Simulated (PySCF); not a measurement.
## How methods differ on the excitation energy of W²⁺

W²⁺ [Xe] 4f14 5d4 (5D) → W²⁺ [Xe] 4f14 5d3 6s1 (5F), as a difference of total energies. All numbers are calculated (PySCF 2.14, scalar relativity through the core potential, in def2-QZVPPD with the def2 core potential (60 electrons) (7s6p4d3f2g, 84 functions)). Correlated levels: valence and next inner shell: nothing frozen outside the core potential. The calculations carry no spin-orbit coupling.

```json
{"method": "UHF", "excitation energy (eV)": "1.259"}
{"method": "MP2 (valence and next inner shell)", "excitation energy (eV)": "1.240"}
{"method": "SCS-MP2 (valence and next inner shell)", "excitation energy (eV)": "1.226"}
{"method": "CCSD (valence and next inner shell)", "excitation energy (eV)": "1.234"}
{"method": "CCSD(T) (valence and next inner shell)", "excitation energy (eV)": "1.226"}
```

**Question.** How much does correlation contribute at CCSD(T) (valence and next inner shell)?

**Answer.** 1.226 − (1.259) = -0.033 eV, measured against UHF.
